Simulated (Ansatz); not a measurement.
Cost and result for the atomization energy of CH6BGaTe, SMILES `C[B]([GaH2])[TeH]` (10 atoms, 9 bonds).

Z-matrix (Å, degrees):
```
C
B 1 1.568
H 1 1.097 2 109.8
H 1 1.097 2 109.8 3 -115.2
H 1 1.092 2 115.3 3 122.4
Ga 2 2.087 1 122.5 3 57.8
Te 2 2.125 1 121.0 3 -122.4
H 6 1.577 2 122.0 1 88.6
H 6 1.577 2 122.3 1 -90.4
H 7 1.665 2 96.7 1 -0.3
```

The species carries charge 0 and has multiplicity 1. Correlated methods include outer-core shells of Ga, Te, which these sets cover unevenly. Scalar relativity is left out up to krypton. Te takes the def2 core potential. Geometry: relaxed with PBE0-D4/def2-TZVP. Program: Ansatz. All runs use 4 threads of an Arm Neoverse V1 on a shared host. Times are those of one run each, without the atoms' runs, and a repeat can differ threefold. Electronic energies, without spin–orbit coupling; frozen cores. CCSD(T)/CBS adds CCSD(T) − MP2 in def2-TZVPP to the MP2 limit, and its time is that of the two runs behind it. T1 = 0.014. With those shells the extrapolation isn't a true limit.

CCSD(T)/CBS is a level of theory with its own doubt, some kJ/mol a heavy atom from the limit and from the frozen cores, so smaller differences don't rank the functionals.

```
                             level  functions  wall time
                PBE0-D4/def2-TZVPP        244      4.2 s
               BHLYP-D4/def2-TZVPP        244      4.3 s
           CAM-B3LYP-D4/def2-TZVPP        244      4.8 s
r2SCAN-D4/def2-TZVPP (with forces)        244        6 s
             r2SCANh-D4/def2-TZVPP        244      6.5 s
                 B2PLYP/def2-TZVPP        244      7.5 s
               PBE-QIDH/def2-TZVPP        244      7.5 s
                ωB97X-V/def2-TZVPP        244       11 s
                 B97M-V/def2-TZVPP        244       12 s
                  CCSD(T)/def2-SVP        116       13 s
                    MP2/def2-QZVPP        465       29 s
                CCSD(T)/def2-TZVPP        244    4.9 min
                 CCSD(T)/CBS(def2)          –    5.4 min
```

**Question.** What atomization energy does each give, and how far from CCSD(T)/CBS? (Best estimate.)

**Answer.** Ansatz gave: 
| level | atomization (kJ/mol) | difference from CCSD(T)/CBS | per bond |
| --- | --- | --- | --- |
| PBE0-D4/def2-TZVPP | 3026.9 | -3.9 | -0.4 |
| BHLYP-D4/def2-TZVPP | 2957.7 | -73.1 | -8.1 |
| CAM-B3LYP-D4/def2-TZVPP | 3018.7 | -12.1 | -1.3 |
| r2SCAN-D4/def2-TZVPP (with forces) | 3040.8 | 10.0 | 1.1 |
| r2SCANh-D4/def2-TZVPP | 3027.2 | -3.6 | -0.4 |
| B2PLYP/def2-TZVPP | 2976.3 | -54.5 | -6.0 |
| PBE-QIDH/def2-TZVPP | 3013.3 | -17.5 | -1.9 |
| ωB97X-V/def2-TZVPP | 3027.8 | -3.0 | -0.3 |
| B97M-V/def2-TZVPP | 3050.8 | 20.0 | 2.2 |
| CCSD(T)/def2-SVP | 2861.0 | -169.8 | -18.9 |
| MP2/def2-QZVPP | 3015.9 | -14.9 | -1.6 |
| CCSD(T)/def2-TZVPP | 2962.3 | -68.5 | -7.6 |
| CCSD(T)/CBS(def2) | 3030.8 | 0.0 | 0.0 |

Leaving LDA and LC-ωPBE aside and taking each functional with its dispersion term where it has one, the values, not all of them listed here, spread over 98.5 kJ/mol, from BHLYP-D4 to PBE-D4. LDA lies +404.0 kJ/mol from PBE without D4, its usual overbinding. In def2-TZVPP, CCSD(T) changes the Hartree–Fock value by +730.6 kJ/mol (the triples alone add +44.3 kJ/mol) and MP2 by +744.4 kJ/mol; breaking electron pairs costs correlation energy, which Hartree–Fock lacks. From BLYP to BHLYP (50 % exact exchange), in def2-TZVPP and without D4, the atomization energy moves by −15.6 kJ/mol: exact exchange takes away binding that semilocal exchange gives to molecules.

Spin–orbit coupling would lower the free Te atoms strongly, and the atomization energy with them, by more than many differences here.
